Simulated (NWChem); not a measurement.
Molecule: AlN₂H₄Cl; SMILES [Al]([NH2])([NH2])[Cl]

```xyz
8

Al     0.0000     0.0000    -0.4233
Cl     0.0000     0.0000     1.6859
N      0.0000    -1.5559    -1.2548
H      0.0000    -2.4494    -0.7772
H      0.0000    -1.6964    -2.2579
N      0.0000     1.5559    -1.2548
H      0.0000     1.6964    -2.2579
H      0.0000     2.4494    -0.7772
```
Atoms are numbered in this order, from 1.

Level: PBE0/def2-SVP (NWChem), optimised geometry, unscaled harmonic frequencies. 

| frequency (cm⁻¹) | IR intensity (km/mol) |
|---|---|
| 171 | 6.0 |
| 186 | 1.3 |
| 215 | 0.0 |
| 244 | 23.7 |
| 352 | 0.0 |
| 352 | 39.0 |
| 384 | 336.3 |
| 486 | 23.2 |
| 606 | 19.0 |
| 688 | 55.0 |
| 809 | 216.9 |
| 917 | 148.3 |
| 1521 | 87.4 |
| 1530 | 21.9 |
| 3628 | 59.3 |
| 3630 | 10.8 |
| 3722 | 53.1 |
| 3722 | 18.4 |

```yaml
zero_point_energy: 33.1 kcal/mol
thermal correction to the enthalpy at 298.15 K (with zero-point energy): 37.9 kcal/mol
heat capacity Cv: 22.3 cal/(mol K)
entropy at 298.15 K and 1 atm (symmetry number 2): 78.3 cal/(mol K)
dipole_moment: 2.70 D
```

Rigid rotor and harmonic oscillator.
